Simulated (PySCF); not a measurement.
# wB97X-V on C²⁺ (carbon, charge +2)

Configuration: [He] 2s2, closed-shell 1S. All numbers are calculated (PySCF 2.14, scalar relativity by spin-free X2C-1e, in aug-cc-pCVTZ-DK with one added diffuse shell each of s, p, d, f type (8s7p5d3f, 75 functions)).

```json
{
 "Total energy": "-36.5405 hartree",
 "One-electron energy": "-44.1576 hartree",
 "Hartree (Coulomb) energy": "12.0529 hartree",
 "Exchange-correlation energy": "-4.4357 hartree",
 "⟨S²⟩": "0.0000",
 "⟨L²⟩": "0.000",
 "Sum of ⟨r⟩": "3.268 bohr",
 "Sum of ⟨r²⟩": "4.585 bohr²",
 "Langevin diamagnetic susceptibility": "-3.63 ×10⁻⁶ cm³/mol"
}
```

```
shell  electrons  mean orbital energy (eV)  rms radius, mean of both spins (bohr)
   1s          2                   -318.67                                  0.313
   2s          2                   -44.732                                   1.48
```
